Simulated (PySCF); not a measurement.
A structure optimised at B3LYP-D3(BJ)/def2-SVP, used in a PySCF frequency run:

```xyz
12

B      0.4482     0.3068     0.0000
C      1.5079     1.4713     0.0000
H      2.5357     1.0774     0.0000
H      1.3845     2.1200    -0.8841
H      1.3845     2.1200     0.8841
O      0.8785    -0.9773     0.0000
C      0.0205    -2.1013     0.0000
H     -0.6253    -2.1108     0.8948
H      0.6417    -3.0082     0.0000
H     -0.6253    -2.1108    -0.8948
S     -1.3662     0.6252     0.0000
H     -1.2762     1.9729     0.0000
```

Question: Write its SMILES, formula and point group.

Answer: COB(C)S, C2H7BOS, Cs

Question: What are its rotational constants (standard atomic weights)?

Answer: 4.3450, 3.4867, 1.9828 GHz
